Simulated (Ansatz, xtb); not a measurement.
Spectroscopic constants of CuTe, multiplicity 2 (lowest of 2S+1 = 2, 4 at PBE0/def2-TZVPP; our sources give no spin for the ground state, which may be another). No spin–orbit coupling. Cu is treated without relativity.

The constants come from a fifth-degree fit in 1/R (seven points, main isotopes). Runs in def2 and cc sets follow the lowest solution found near the PBE0 minimum.

Programs: Ansatz (an electronic-structure program) with Gaussian orbitals; xtb for the GFN methods.  In def2 rows elements past Kr take small-core potentials, without spin–orbit coupling. The GFN methods have no spin term and hold the electronic entropy of 300 K.

```tsv
level	r_e (Å)	ω_e (cm⁻¹)	B_e (cm⁻¹)	ω_e x_e (cm⁻¹)	dipole (D)
GFN1-xTB	2.348	319	0.0721	1.3	-
GFN2-xTB	2.449	196	0.0663	0.36	-
SVWN5/def2-TZVPP	2.314	274	0.0742	0.80	2.68
PBE/def2-TZVPP	2.374	251	0.0706	0.76	2.86
r2SCAN/def2-TZVPP	2.353	259	0.0718	0.75	3.30
B97M-V/def2-TZVPP	2.385	245	0.0699	0.72	3.01
B3LYP/def2-TZVPP	2.406	236	0.0687	0.69	3.26
PBE0/def2-TZVPP	2.390	243	0.0696	0.67	3.63
BHLYP/def2-TZVPP	2.430	231	0.0673	0.58	4.20
CAM-B3LYP/def2-TZVPP	2.389	245	0.0697	0.63	3.71
wB97X-V/def2-TZVPP	2.389	248	0.0697	0.58	4.20
wB97M-V/def2-TZVPP	2.391	247	0.0696	0.60	4.01
B2PLYP/def2-TZVPP	2.388	244	0.0697	0.66	-
CCSD/def2-QZVPP	2.395	238	0.0693	0.55	-
CCSD(T)/def2-QZVPP	2.377	243	0.0704	0.61	-
```

Correlated levels freeze the inner cores; with def2 sets outer-core shells near the valence are correlated too.
